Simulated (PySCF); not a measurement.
# Nuclear quadrupole coupling in `C=CC1=C(OC)P1`

Compound: C5H7OP.
Cartesian coordinates in Å at the GFN2-xTB level; atoms count from 1:
```xyz
14
C5H7OP angstrom
C     -3.1437    0.0249    0.3291
C     -1.9831   -0.2353    0.9257
C     -0.7239   -0.0333    0.2995
C      0.5941   -0.1037    0.3701
O      1.6342   -0.4043    1.1233
C      2.8994   -0.3124    0.4927
P      0.0759    0.4437   -1.3013
H     -3.1713    0.4088   -0.6778
H     -4.0872   -0.1381    0.8190
H     -1.9399   -0.6211    1.9375
H      3.6436   -0.4434    1.2753
H      3.0107   -1.0974   -0.2608
H      3.0278    0.6627    0.0145
H      0.1628    1.8484   -1.0890
```

Field gradients from the PBE0/pcSseg-1 density (PySCF, non-relativistic), principal values in atomic units, ordered |Vxx| ≤ |Vyy| ≤ |Vzz|:

```
atom      Vxx      Vyy     Vzz
  O5  -0.2902  -1.5615  1.8518
```

**Question.** Find the asymmetry η = (Vxx − Vyy)/Vzz and the couplings χ = eQV/h (234.96 MHz × Q in barn × V in au), with Q(17O) = −0.0256 b.

**Answer.** 
```tsv
atom	environment	nucleus	η	χzz (MHz)	χxx (MHz)	χyy (MHz)
O5	ether oxygen	17O	0.69	-11.14	1.75	9.39
```

The tensor is traceless: Vxx + Vyy + Vzz = 0.

**Question.** What is Vzz at O5 in SI units (1 au = 9.71736 × 10²¹ V/m²)?

**Answer.** 1.8518 au = 17.994 × 10²¹ V/m².

**Question.** And the gradient at the other heavy atoms, for which no coupling is worked out here?

**Answer.** 
```tsv
atom	environment	Vzz (au)	η
C1	terminal =CH2 carbon	0.308	0.30
C2	alkene CH carbon	0.282	0.77
C3	fully substituted alkene carbon	-0.180	0.45
C4	vinylic carbon bearing oxygen	-0.381	0.21
C6	methoxy carbon	0.480	0.04
P7	phosphine phosphorus	-0.951	0.75
```

Were the hydrogens deuterons (Q(2H) = 0.00286 b), χzz would run from 115 kHz (H14) to 228 kHz (H9).

One conformer (not necessarily the lowest) at the GFN2-xTB geometry, without solvent, vibrations or thermal averaging. GFN2-xTB bond lengths can be off by several hundredths of an ångström, more for odd bonds, and the gradients follow them. A larger basis could move these couplings by a tenth or more.
